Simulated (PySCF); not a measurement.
## Ca (calcium, neutral): B2PLYP calculation

Configuration: [Ar] 4s2, closed-shell 1S. All numbers are calculated (PySCF 2.14, no relativity, point nucleus, in def2-TZVPPD (6s5p3d, 36 functions)).

```
Total energy, PT2 part included                  : -677.351 hartree
One-electron energy                              : -926.704 hartree
Hartree (Coulomb) energy                         : 285.171 hartree
Exchange-correlation energy                      : -35.811 hartree
Kinetic energy                                   : 676.58785 hartree
PT2 correlation before scaling by 0.27           : -0.02595 hartree
⟨S²⟩                                             : 0.0000
⟨L²⟩                                             : 0.000
Sum of ⟨r⟩                                       : 21.00 bohr
Sum of ⟨r²⟩                                      : 54.11 bohr²
Density at the nucleus (Gaussians lack the cusp) : 5170 bohr⁻³
Langevin diamagnetic susceptibility              : -42.9 ×10⁻⁶ cm³/mol
```

```
shell  electrons  mean orbital energy (hartree)  rms radius, mean of both spins (bohr)
   1s          2                     -147.05956                                 0.0896
   2s          2                      -16.01922                                  0.397
   2p          6                      -13.01520                                  0.364
   3s          2                       -1.99920                                   1.24
   3p          6                       -1.19864                                   1.38
   4s          2                       -0.17130                                   4.38
```

The orbital energies are those of the SCF part of the double hybrid.
